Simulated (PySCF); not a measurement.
Mo(NH)(F)2(OH)2 (F2H3MoNO2), SMILES [Mo]([F])([OH])([F])(=[NH])[OH], multiplicity 1.

The structure is a stationary point at B3LYP-D3(BJ)/def2-SVP. The spin state was assumed, not searched. The structure was generated by enumeration; whether it is a known compound was not checked. The def2 effective core potentials stand for the cores of Mo; spin–orbit coupling is left out. Other conformers were not sampled.

These are PySCF with TDDFT-M06-2X/def2-SVPD values and carry that method's errors.

Vertical excitations. Isolated molecule, no solvent.

Problem. Give excitation energies, oscillator strengths and character. (Estimate from the structure and the level; the computed values follow.)

Solution. 
```tsv
state	energy (eV)	λ (nm)	f	main pairs
S1	4.17	297	0.000	HOMO−1→LUMO 84 %
S2	4.24	293	0.001	HOMO→LUMO 95 %
S3	4.52	274	0.000	HOMO→LUMO+1 62 %, HOMO−1→LUMO 14 %, HOMO−1→LUMO+2 10 %, HOMO−4→LUMO+1 9 %
S4	4.79	259	0.005	HOMO−2→LUMO 86 %
S5	5.26	236	0.020	HOMO−3→LUMO 38 %, HOMO−1→LUMO+1 29 %, HOMO→LUMO+2 15 %, HOMO−4→LUMO 6 %
S6	5.44	228	0.000	HOMO−1→LUMO+2 43 %, HOMO−4→LUMO 27 %, HOMO→LUMO+1 7 %
S7	5.46	227	0.000	HOMO−1→LUMO+2 34 %, HOMO−4→LUMO 26 %, HOMO−1→LUMO+1 9 %, HOMO→LUMO+1 9 %
S8	5.70	218	0.015	HOMO−3→LUMO 39 %, HOMO−4→LUMO 34 %, HOMO−1→LUMO+1 7 %
S9	6.08	204	0.006	HOMO−5→LUMO 61 %, HOMO−2→LUMO+1 25 %
S10	6.27	198	0.003	HOMO−2→LUMO+1 56 %, HOMO−5→LUMO 19 %
T1	3.89	319	0	HOMO−1→LUMO+1 56 %, HOMO→LUMO 27 %
T2	4.03	308	0	HOMO−1→LUMO 96 %
T3	4.09	303	0	HOMO→LUMO 63 %, HOMO−1→LUMO+1 30 %
T4	4.42	281	0	HOMO→LUMO+1 75 %
```
Triplets are in the Tamm–Dancoff approximation, which puts them higher than full response would, so one can lie above its singlet here.
